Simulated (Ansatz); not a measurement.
One geometry of CH5ClO2Sn, SMILES `[CH3][Sn]([OH])([OH])[Cl]`, several functionals.

```yaml
crystal:
  periodic: [false, false, false]
  atoms:
    - {symbol: C, position_ang: [-1.461659, -0.727371, -0.448459]}
    - {symbol: Sn, position_ang: [0.294587, 0.299142, 0.102407]}
    - {symbol: O, position_ang: [1.348376, -0.577670, 1.494025]}
    - {symbol: O, position_ang: [1.433358, 0.476761, -1.466851]}
    - {symbol: Cl, position_ang: [-0.118576, 2.427657, 0.966685]}
    - {symbol: H, position_ang: [-1.841634, -0.299088, -1.374575]}
    - {symbol: H, position_ang: [-2.201011, -0.623333, 0.343517]}
    - {symbol: H, position_ang: [-1.218243, -1.778623, -0.597270]}
    - {symbol: H, position_ang: [1.517239, 0.002508, 2.241422]}
    - {symbol: H, position_ang: [2.330764, 0.748919, -1.257900]}
basis:
  gaussian: {orbitals: def2-TZVPP}
hamiltonian: {xc: pbe, dispersion: d4}
output: {forces: true, orbitals: {seedname: orbitals}}
```

```sh
$ ansatz run in.yaml --threads 4 --pin off --events-out ev --progress --plain --max-ram 10444MiB
```

Output, abridged:

```
Functional definition: PBE
1459 factors; their error is unknown
mean field evaluation 1: about -23539.3116 eV, gradient 1.1e2 eV
mean field evaluation 2: about -23433.6066 eV, gradient 2.3e2 eV
mean field evaluation 4: about -23559.9049 eV, gradient 2.4e1 eV
mean field evaluation 8: about -23561.1262 eV, gradient 2.6e-1 eV
mean field evaluation 16: about -23561.1067 eV, gradient 1.0e-3 eV
mean field -23561.10673065 eV, -865.8547020596 hartree, gradient 5.8e-5 eV, S^2 0.000000; 0 other end points of the search recorded, 0 dependent functions left out
reference -23561.10678378 eV, -865.8547040121 hartree; 33, 33 occupied and 222, 222 virtual orbitals, 1459 factors
Total energy: -23561.33605940 eV, -865.8631297359 hartree
Atom 0 at    -1.461659    -0.727371    -0.448459 Å, force    -0.103412    -0.077167    -0.055938 eV/Å
Atom 1 at     0.294587     0.299142     0.102407 Å, force    -0.304238     0.088530     0.056596 eV/Å
Atom 2 at     1.348376    -0.577670     1.494025 Å, force     0.251363    -0.622778     0.070982 eV/Å
Atom 3 at     1.433358     0.476761    -1.466851 Å, force    -0.110659    -0.113161    -0.654202 eV/Å
Atom 4 at    -0.118576     2.427657     0.966685 Å, force    -0.088334     0.359509     0.142637 eV/Å
Atom 5 at    -1.841634    -0.299088    -1.374575 Å, force    -0.066681     0.084286    -0.173774 eV/Å
Atom 6 at    -2.201011    -0.623333     0.343517 Å, force    -0.125860     0.029454     0.155065 eV/Å
Atom 7 at    -1.218243    -1.778623    -0.597270 Å, force     0.048803    -0.196599    -0.026184 eV/Å
Atom 8 at     1.517239     0.002508     2.241422 Å, force     0.067310     0.308392     0.350765 eV/Å
Atom 9 at     2.330764     0.748919    -1.257900 Å, force     0.431708     0.139533     0.134052 eV/Å
Dipole moment:    -0.171492    -0.210684     0.041235 e Å
```

Hardware: 4 threads of an Intel Xeon 6975P-C on a shared host. Wall time 1.6 s, peak host memory 0.36 GiB.

With the line `hamiltonian: {xc: pbe0, dispersion: d4}` and no forces (abridged; 2 s):

```
Functional definition: PBE0
mean field evaluation 16: about -23562.4830 eV, gradient 3.7e-4 eV
mean field -23562.48300069 eV, -865.9052790507 hartree, gradient 8.0e-5 eV, S^2 0.000000
Total energy: -23562.68021208 eV, -865.9125264358 hartree
```

With the line `hamiltonian: {xc: {name: B97M-V}}` and no forces (abridged; 4.4 s):

```
Functional definition: B97M-V
mean field evaluation 16: about -23567.7794 eV, gradient 3.4e-4 eV
mean field -23567.77936169 eV, -866.0999167274 hartree, gradient 5.6e-5 eV, S^2 0.000000
Total energy: -23567.77943758 eV, -866.0999195164 hartree
```

The same input with `hamiltonian: {xc: {name: CAM-B3LYP}, dispersion: d4}` and no forces (abridged; 2.4 s):

```
Functional definition: CAM-B3LYP
mean field evaluation 16: about -23570.2103 eV, gradient 1.4e-4 eV
mean field -23570.21030307 eV, -866.1892521754 hartree, gradient 4.2e-5 eV, S^2 0.000000
Total energy: -23570.41462129 eV, -866.1967607314 hartree
```

With the line `hamiltonian: {xc: {name: r2SCANh}, dispersion: d4}` and no forces (abridged; 3 s):

```
Functional definition: r2SCANh
mean field evaluation 16: about -23570.2837 eV, gradient 7.9e-4 eV
mean field -23570.28374412 eV, -866.1919510843 hartree, gradient 6.5e-5 eV, S^2 0.000000
Total energy: -23570.34494534 eV, -866.1942001875 hartree
```

The same input with `hamiltonian: {xc: {name: B3LYP}, dispersion: d4}` (abridged; 3.1 s):

```
Functional definition: B3LYP
mean field evaluation 16: about -23574.6305 eV, gradient 4.7e-3 eV
mean field -23574.63046614 eV, -866.3516901723 hartree, gradient 1.2e-5 eV, S^2 0.000000
Total energy: -23575.00097785 eV, -866.3653062265 hartree
Atom 0 force    -0.262907    -0.167355    -0.091836 eV/Å
Atom 1 force    -0.139703    -0.018660    -0.015432 eV/Å
Atom 2 force     0.162854    -0.150794     0.220625 eV/Å
Atom 3 force     0.180186     0.015817    -0.256452 eV/Å
Atom 4 force    -0.065163     0.297291     0.114539 eV/Å
Atom 5 force     0.019234    -0.030799     0.059330 eV/Å
Atom 6 force     0.044867    -0.009311    -0.052838 eV/Å
Atom 7 force    -0.025326     0.064051     0.007402 eV/Å
Atom 8 force     0.034301    -0.013933     0.052352 eV/Å
Atom 9 force     0.051658     0.013695    -0.037688 eV/Å
Dipole moment:    -0.187739    -0.201421     0.051496 e Å
```

B3LYP takes the VWN-RPA correlation (the form of Gaussian; ORCA's B3LYP/G).
